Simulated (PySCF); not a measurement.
C4H14OSi2, triplet, at the geometry of the source list (a higher spin typed on purpose: for a closed-shell molecule this is an excited state); PySCF with DF-B3LYP/6-311G**.

The PySCF input:
```python
from pyscf import gto, scf, dft

mol = gto.M(
    atom='''
C     2.13880000    1.46220000    0.17930000
Si    1.57910000   -0.27440000    0.70930000
C     2.23490000   -1.57560000   -0.50940000
O    -0.04460000   -0.33670000    0.74100000
Si   -1.64560000   -0.09750000    0.59540000
C    -1.97350000    1.68780000    0.03410000
C    -2.35230000   -1.32390000   -0.67140000
H     1.82950000    1.68750000   -0.83960000
H     1.71240000    2.22530000    0.82620000
H     3.22120000    1.56050000    0.22250000
H     1.97970000   -0.57490000    2.08930000
H     1.83420000   -2.56060000   -0.29000000
H     3.31610000   -1.64040000   -0.45110000
H     1.97630000   -1.33760000   -1.53730000
H    -2.17270000   -0.34700000    1.94270000
H    -1.57060000    1.87410000   -0.95960000
H    -3.03900000    1.90400000    0.00150000
H    -1.51280000    2.40230000    0.71230000
H    -2.07800000   -2.34590000   -0.42810000
H    -1.99760000   -1.11950000   -1.67760000
H    -3.43550000   -1.26990000   -0.68950000
''',
    basis='6-311g**',
    spin=2,
    verbose=5,
)

mf = dft.UKS(mol)
mf.xc = 'b3lyp'
mf = mf.density_fit(auxbasis='def2-universal-jkfit')
mf.kernel()
mf.analyze()
```

What the program printed (banner, timings and long lists left out):

```
PySCF version 2.14.0

[INPUT] verbose = 5
[INPUT] max_memory = 4000
[INPUT] num. atoms = 21
[INPUT] num. electrons = 74
[INPUT] charge = 0
[INPUT] spin (= nelec alpha-beta = 2S) = 2
[INPUT] symmetry False subgroup None
[INPUT] Mole.unit = angstrom
[INPUT] Symbol           X                Y                Z      unit          X                Y                Z       unit  Magmom
[...]
[INPUT] ---------------- BASIS SET ----------------
[INPUT] l, kappa, [nprim/nctr], expnt,             c_1 c_2 ...
[INPUT] H
[...]
                                5.09479           0.190373
                                1.15879           0.852161
[...]
[INPUT] O
[...]
                                1297.23           0.0143859
                                299.296           0.070732
                                87.3771           0.240001
                                25.6789           0.594797
                                3.74004           0.280802
[...]
                                9.62837           0.920811
                                2.85332           -0.00327447
[...]
                                9.62837           0.237153
                                2.85332           0.819702
[...]
[INPUT] C
[...]
                                682.024           0.0152306
                                154.973           0.0761269
                                44.4553           0.260801
                                13.029            0.616462
                                1.82773           0.221006
[...]
                                4.80331           0.919999
                                1.45933           -0.00303068
[...]
                                4.80331           0.237594
                                1.45933           0.815854
[...]
[INPUT] Si
[...]
                                10354.94          0.005932
                                2333.8796         0.031088
                                657.14295         0.124967
                                214.30113         0.386897
                                77.629168         0.554888
[...]
                                30.630807         0.627765
                                12.801295         0.247623
[...]
                                78.900366         0.068299
                                24.98815          0.290958
                                9.219711          0.732117
[...]
                                1.45131           0.439148
[...]
nuclear repulsion = 472.950485184955
number of shells = 120
number of NR pGTOs = 357
number of NR cGTOs = 226
basis = 6-311g**
ecp = {}

******** <class 'pyscf.df.df_jk.DFUKS'> ********
method = DFUKS
initial guess = minao
damping factor = 0
level_shift factor = 0
DIIS = <class 'pyscf.scf.diis.CDIIS'>
diis_start_cycle = 1
diis_space = 8
diis_damp = 0
SCF conv_tol = 1e-09
SCF conv_tol_grad = None
SCF max_cycles = 50
direct_scf = False
number electrons alpha = 38  beta = 36
XC library pyscf.dft.libxc version 7.1.2
    S. Lehtola, C. Steigemann, M. J. T. Oliveira, and M. A. L. Marques,  SoftwareX 7, 1–5 (2018)
XC functionals = b3lyp
    P. J. Stephens, F. J. Devlin, C. F. Chabalowski, and M. J. Frisch,  J. Phys. Chem. 98, 11623 (1994)
radial grids:
    Treutler-Ahlrichs [JCP 102, 346 (1995); DOI:10.1063/1.469408] (M4) radial grids

becke partition: Becke, JCP 88, 2547 (1988); DOI:10.1063/1.454033
pruning grids: <function nwchem_prune>
grids dens level: 3
symmetrized grids: False
atomic radii adjust function: <function treutler_atomic_radii_adjust>
small_rho_cutoff = 0
Set gradient conv threshold to 3.16228e-05
atom C rad-grids = 75, ang-grids = [ 50  50  50  50  50  50  50  50  50  50  50  50  50  50  50  50  50  50
  50  50  50  50  86  86  86  86  86  86  86  86  86  86 266 266 266 266
 266 266 302 302 302 302 302 302 302 302 302 302 302 302 302 302 302 302
 302 302 302 302 266 266 266 266 266 266 266 266 266 266 266 266 266 266
 266 266 266]
atom Si rad-grids = 80, ang-grids = [ 50  50  50  50  50  50  50  50  50  50  50  50  50  50  50  50  50  50
  50  50  50  50  50  86  86  86  86  86  86  86  86  86  86  86  86  86
 350 350 350 350 350 350 350 350 434 434 434 434 434 434 434 434 434 434
 434 434 434 434 434 434 434 434 350 350 350 350 350 350 350 350 350 350
 350 350 350 350 350 350 350 350]
atom O rad-grids = 75, ang-grids = [ 50  50  50  50  50  50  50  50  50  50  50  50  50  50  50  50  50  50
  50  50  50  50  50  86  86  86  86  86  86  86  86  86 266 266 266 266
 266 266 266 302 302 302 302 302 302 302 302 302 302 302 302 302 302 302
 302 302 302 302 302 266 266 266 266 266 266 266 266 266 266 266 266 266
 266 266 266]
atom H rad-grids = 50, ang-grids = [ 50  50  50  50  50  50  50  50  50  50  50  50  50  50  50  86  86  86
  86 266 266 266 266 266 302 302 302 302 302 302 302 302 302 302 302 302
 302 266 266 266 266 266 266 266 266 266 266 266 266 266]
tot_boxes 5100, boxes in each direction [18 15 13]
Padding 6 grids
tot grids = 246232
nelec by numeric integration = [36.996922 36.996922]
******** <class 'pyscf.df.df.DF'> ********
auxbasis = def2-universal-jkfit
num shells = 285, num cGTOs = 885
size of aux basis 885
int3c2e [1/1], AO [0:120], nrow = 25651
E1 = -2057.0926985194815  E2 = 768.6905240140543  Ecoul = 846.0076991168703  Exc = -77.31717510281601
init E= -815.451689320472
cond(S) = 1706.1093007394052

  alpha mo_energy =
[-6.60404918e+01 -6.60404837e+01 -1.94020831e+01 -1.02934849e+01
 -1.02934775e+01 -1.02928164e+01 -1.02928078e+01 -5.27826205e+00
 -5.27795351e+00 -3.63168710e+00 -3.63160917e+00 -3.62988424e+00
 -3.62986124e+00 -3.62944676e+00 -3.62942356e+00 -1.19230150e+00
 -8.57811030e-01 -8.49256314e-01 -8.23081704e-01 -8.20064903e-01
 -6.95182557e-01 -5.31122250e-01 -5.20428941e-01 -5.11544042e-01
 -4.90361424e-01 -4.71257403e-01 -4.69928792e-01 -4.59924485e-01
 -4.54681929e-01 -4.53130898e-01 -4.52283493e-01 -4.49174967e-01
 -4.47140705e-01 -3.67338370e-01 -3.65817077e-01 -3.53084334e-01
[...]
SCF not converged.
Total Energy =                        -815.053696969094972
[...]
spin_pop of  5 C 3dx2-y2   -0.00001
spin_pop of  6 C 1s       -0.00000
spin_pop of  6 C 2s        0.01447
spin_pop of  6 C 3s        0.00016
spin_pop of  6 C 4s        0.00001
spin_pop of  6 C 2px       0.01860
spin_pop of  6 C 2py       0.04747
spin_pop of  6 C 2pz       0.05971
spin_pop of  6 C 3px       0.00126
spin_pop of  6 C 3py       0.00086
spin_pop of  6 C 3pz       0.00007
spin_pop of  6 C 4px       0.00001
spin_pop of  6 C 4py       0.00016
spin_pop of  6 C 4pz       0.00024
spin_pop of  6 C 3dxy      0.00022
spin_pop of  6 C 3dyz      0.00026
spin_pop of  6 C 3dz^2     0.00004
spin_pop of  6 C 3dxz      0.00033
spin_pop of  6 C 3dx2-y2    0.00017
spin_pop of  7 H 1s        0.00165
spin_pop of  7 H 2s        0.00401
spin_pop of  7 H 3s        0.00006
spin_pop of  7 H 2px       0.00001
spin_pop of  7 H 2py       0.00007
spin_pop of  7 H 2pz       0.00003
spin_pop of  8 H 1s        0.00043
spin_pop of  8 H 2s        0.00314
spin_pop of  8 H 3s        0.00015
spin_pop of  8 H 2px       0.00003
spin_pop of  8 H 2py       0.00009
spin_pop of  8 H 2pz       0.00004
spin_pop of  9 H 1s        0.01973
spin_pop of  9 H 2s        0.00277
spin_pop of  9 H 3s        0.00038
spin_pop of  9 H 2px      -0.00001
spin_pop of  9 H 2py       0.00014
spin_pop of  9 H 2pz       0.00004
spin_pop of  10 H 1s        0.12930
spin_pop of  10 H 2s        0.00652
spin_pop of  10 H 3s        0.00049
spin_pop of  10 H 2px       0.00153
spin_pop of  10 H 2py       0.00006
spin_pop of  10 H 2pz       0.00092
spin_pop of  11 H 1s       -0.00337
spin_pop of  11 H 2s        0.00673
spin_pop of  11 H 3s        0.00021
spin_pop of  11 H 2px       0.00005
spin_pop of  11 H 2py       0.00001
spin_pop of  11 H 2pz       0.00009
spin_pop of  12 H 1s        0.02773
spin_pop of  12 H 2s        0.00363
spin_pop of  12 H 3s        0.00055
spin_pop of  12 H 2px      -0.00002
spin_pop of  12 H 2py       0.00006
spin_pop of  12 H 2pz       0.00014
spin_pop of  13 H 1s        0.00140
spin_pop of  13 H 2s        0.00811
spin_pop of  13 H 3s        0.00011
spin_pop of  13 H 2px       0.00002
spin_pop of  13 H 2py       0.00009
spin_pop of  13 H 2pz      -0.00002
spin_pop of  14 H 1s        0.12955
spin_pop of  14 H 2s        0.00651
spin_pop of  14 H 3s        0.00048
spin_pop of  14 H 2px       0.00143
spin_pop of  14 H 2py       0.00009
spin_pop of  14 H 2pz       0.00097
spin_pop of  15 H 1s        0.00167
spin_pop of  15 H 2s        0.00401
spin_pop of  15 H 3s        0.00006
spin_pop of  15 H 2px       0.00001
spin_pop of  15 H 2py       0.00008
spin_pop of  15 H 2pz       0.00003
spin_pop of  16 H 1s        0.01970
spin_pop of  16 H 2s        0.00276
spin_pop of  16 H 3s        0.00038
spin_pop of  16 H 2px       0.00001
spin_pop of  16 H 2py       0.00013
spin_pop of  16 H 2pz       0.00004
spin_pop of  17 H 1s        0.00044
spin_pop of  17 H 2s        0.00313
spin_pop of  17 H 3s        0.00015
spin_pop of  17 H 2px       0.00001
spin_pop of  17 H 2py       0.00009
spin_pop of  17 H 2pz       0.00005
spin_pop of  18 H 1s       -0.00336
spin_pop of  18 H 2s        0.00673
spin_pop of  18 H 3s        0.00021
spin_pop of  18 H 2px       0.00004
spin_pop of  18 H 2py       0.00000
spin_pop of  18 H 2pz       0.00010
spin_pop of  19 H 1s        0.00143
spin_pop of  19 H 2s        0.00809
spin_pop of  19 H 3s        0.00011
spin_pop of  19 H 2px       0.00003
spin_pop of  19 H 2py       0.00008
spin_pop of  19 H 2pz      -0.00002
spin_pop of  20 H 1s        0.02772
spin_pop of  20 H 2s        0.00363
spin_pop of  20 H 3s        0.00055
spin_pop of  20 H 2px      -0.00002
spin_pop of  20 H 2py       0.00008
spin_pop of  20 H 2pz       0.00013
 ** Mulliken Spin Density (per atom)  **
spin density of  0 C =     -0.00715
spin density of  1 Si =      0.34841
spin density of  2 C =      0.14376
spin density of  3 O =      0.59571
spin density of  4 Si =      0.34791
spin density of  5 C =     -0.00716
spin density of  6 C =      0.14406
spin density of  7 H =      0.00584
spin density of  8 H =      0.00388
spin density of  9 H =      0.02306
spin density of  10 H =      0.13880
spin density of  11 H =      0.00372
spin density of  12 H =      0.03211
spin density of  13 H =      0.00972
spin density of  14 H =      0.13904
spin density of  15 H =      0.00584
spin density of  16 H =      0.02302
spin density of  17 H =      0.00388
spin density of  18 H =      0.00373
spin density of  19 H =      0.00973
spin density of  20 H =      0.03209
 ** Mulliken pop alpha/beta on meta-lowdin orthogonal AOs **
 ** Mulliken pop       alpha | beta **
In total            38.00000 | 36.00000
 ** Mulliken atomic charges   ( Nelec_alpha | Nelec_beta ) **
charge of  0C =     -0.58044  (     3.28665      3.29380 )
charge of  1Si =      0.75126  (     6.79857      6.45017 )
charge of  2C =     -0.52597  (     3.33486      3.19110 )
charge of  3O =     -0.65321  (     4.62446      4.02875 )
charge of  4Si =      0.75249  (     6.79771      6.44980 )
charge of  5C =     -0.58046  (     3.28665      3.29381 )
charge of  6C =     -0.52543  (     3.33474      3.19069 )
charge of  7H =      0.12006  (     0.44289      0.43705 )
charge of  8H =      0.12377  (     0.44005      0.43618 )
charge of  9H =      0.10761  (     0.45773      0.43466 )
charge of  10H =     -0.04996  (     0.59438      0.45558 )
charge of  11H =      0.13043  (     0.43664      0.43293 )
charge of  12H =      0.11887  (     0.45662      0.42451 )
charge of  13H =      0.12997  (     0.43988      0.43015 )
charge of  14H =     -0.04956  (     0.59430      0.45526 )
charge of  15H =      0.12004  (     0.44290      0.43706 )
charge of  16H =      0.10765  (     0.45769      0.43466 )
charge of  17H =      0.12373  (     0.44007      0.43619 )
charge of  18H =      0.13034  (     0.43669      0.43296 )
charge of  19H =      0.12993  (     0.43990      0.43017 )
charge of  20H =      0.11888  (     0.45661      0.42451 )
Dipole moment(X, Y, Z, Debye):  0.00439, -0.40579, -1.36027
```

The run did not converge; its last values are not results.
